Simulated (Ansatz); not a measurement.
`Sc1ccc(-c2ccc(-c3ccc(S)cc3)cc2)cc1` with charge -1. Total charge -1; doublet. Geometry PBE-D4/def2-SVP, that of the neutral singlet.

```xyz
34

S     0.574   -2.281    7.164
C     0.491   -1.715    5.484
C    -0.739   -1.843    4.805
C    -0.862   -1.418    3.479
C     0.228   -0.850    2.779
C     0.092   -0.402    1.374
C    -0.761   -1.073    0.468
C    -0.886   -0.653   -0.859
C    -0.163    0.459   -1.349
C    -0.292    0.902   -2.757
C    -0.512   -0.025   -3.801
C    -0.631    0.385   -5.133
C    -0.536    1.751   -5.469
S    -0.672    2.360   -7.129
C    -0.318    2.690   -4.438
C    -0.198    2.267   -3.111
C     0.688    1.131   -0.443
C     0.813    0.711    0.884
C     1.452   -0.729    3.474
C     1.588   -1.153    4.800
H     1.880   -1.956    7.370
H    -1.611   -2.269    5.325
H    -1.839   -1.503    2.982
H    -1.326   -1.954    0.808
H    -1.575   -1.189   -1.529
H    -0.564   -1.099   -3.570
H    -0.788   -0.368   -5.920
H    -0.875    1.150   -7.719
H    -0.251    3.762   -4.678
H    -0.055    3.022   -2.324
H     1.280    1.990   -0.792
H     1.473    1.271    1.565
H     2.331   -0.318    2.956
H     2.562   -1.054    5.304
```

Single mean-field runs in def2-TZVP are fitted with def2-universal-jkfit. At PBE-D4/def2-TZVP, PBE0-D4/def2-TZVP the highest occupied level of the charge -1 doublet lies above zero (up to 1.19 eV). By energy differences its removal costs 0.54 eV (vertical, to the charge 0 singlet, at PBE-D4/def2-TZVP); self-interaction error and the lack of diffuse functions both raise the level.

(1) Estimate the α-spin orbital energies around the gap (eV) in Ansatz with PBE-D4/def2-TZVP, PBE0-D4/def2-TZVP, ωB97X-V/def2-TZVP.

Results:

(1) 
```tsv
orbital	PBE-D4/def2-TZVP	PBE0-D4/def2-TZVP	ωB97X-V/def2-TZVP
HOMO−5	-3.22	-4.31	-6.59
HOMO−4	-3.06	-4.24	-6.58
HOMO−3	-2.78	-3.81	-5.98
HOMO−2	-2.33	-3.39	-5.60
HOMO−1	-1.69	-2.58	-4.50
HOMO	1.19	0.81	-0.45
LUMO	1.77	2.55	4.18
LUMO+1	1.83	2.64	4.69
LUMO+2	1.87	2.71	4.76
LUMO+3	1.88	2.79	4.85
LUMO+4	2.01	2.80	4.86
LUMO+5	2.29	3.26	5.50
β HOMO	-1.53	-2.28	-4.12
β LUMO	1.47	2.27	4.17
```
